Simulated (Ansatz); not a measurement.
Consider the ligand exchange at the Si–O bond: `[SiH3]O[Si]Br` + NH₃ → `N[Si]Br` + silanol.

Computed with Ansatz on PBE0-D4/def2-TZVP structures; ΔE is electronic, products minus reactants. CCSD(T)/CBS adds triple-zeta CCSD(T) − MP2 to the extrapolated MP2 energy (def2 sets, frozen cores). This one scheme is used for every species. DFT in def2-TZVPP. For Br outer-core shells are correlated without core-valence functions, which leaves a few kJ/mol of doubt a bond. Scalar relativity is left out up to krypton. One conformer a species, not always the lowest.

```json
{"level": "r2SCAN-D4", "ΔE (kcal/mol)": "10.0"}
{"level": "CAM-B3LYP", "ΔE (kcal/mol)": "10.0"}
{"level": "SCS-MP2/def2-TZVPP", "ΔE (kcal/mol)": "10.9"}
{"level": "HF/CBS(def2)", "ΔE (kcal/mol)": "11.3"}
```

(1) What does CCSD(T)/CBS give? (Best estimate.)

Largest T1 diagnostic among the species: 0.012.

Results:

(1) Ansatz gave: +10.9 kcal/mol. The listed levels differ from it by -0.9, -0.9, 0.0, 0.4 kcal/mol.

At CCSD(T), def2-SVP lies −1.0 kcal/mol from the extrapolated value and def2-TZVPP +0.0 kcal/mol. Leaving LDA and LC-ωPBE aside and taking each functional with its dispersion term where it has one, the values, not all of them listed here, spread over 2.5 kcal/mol, from HSE06-D4 to BHLYP-D4. The D4 term adds +1.6 kcal/mol with B3LYP and +0.9 kcal/mol with PBE0; it sums over pairs of atoms, weighted by their polarisabilities, and B3LYP, whose exchange is more repulsive, gets the larger term.

B3LYP here is the variant with VWN-RPA as its local correlation; programs differ in this.
